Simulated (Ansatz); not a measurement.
Isolated molecules relaxed with PBE0-D4/def2-TZVP in Ansatz; ΔE leaves out vibrations. CBS: MP2 limit from def2 TZ/QZ plus the TZ coupled-cluster correction, frozen cores. This one scheme is used for every species. Functionals use def2-TZVPP. HSE06 is defined as in plane-wave codes. Each species was taken in one conformer, which may not be the lowest.

Consider the dimerisation: 2 `FBS` → `F[B@H-]1[SH+][B@@H-](F)[SH+]1`.

| level | ΔE (eV) |
| --- | --- |
| LDA (SPW92) | -0.69 |
| HSE06-D4 | -0.27 |
| ωB97X-V | -0.08 |
| LC-ωPBE | -0.12 |

Q: What does CCSD(T)/CBS give? (Estimate.)

A: Ansatz gave: -0.04 eV. The listed levels differ from it by -0.65, -0.23, -0.04, -0.08 eV.

Q: What do rigid-rotor, harmonic-oscillator terms from PBE0-D4/def2-TZVP frequencies (298.15 K, 1 bar) make of the CCSD(T)/CBS value? (Best estimate.)

A: Ansatz gave: ΔZPE = +0.08 eV, ΔH = +0.01 eV, ΔS = -180 J/(mol·K), ΔG = +0.57 eV. Modes under 50 cm⁻¹ make the entropy rough.

Largest T1 diagnostic among the species: 0.014.

Leaving LDA and LC-ωPBE aside and taking each functional with its dispersion term where it has one, the values, not all of them listed here, spread over 0.50 eV, from revPBE-D4 to B2PLYP. LDA lies −0.53 eV from PBE without D4. At CCSD(T), def2-SVP lies +0.08 eV from the extrapolated value and def2-TZVPP +0.05 eV.
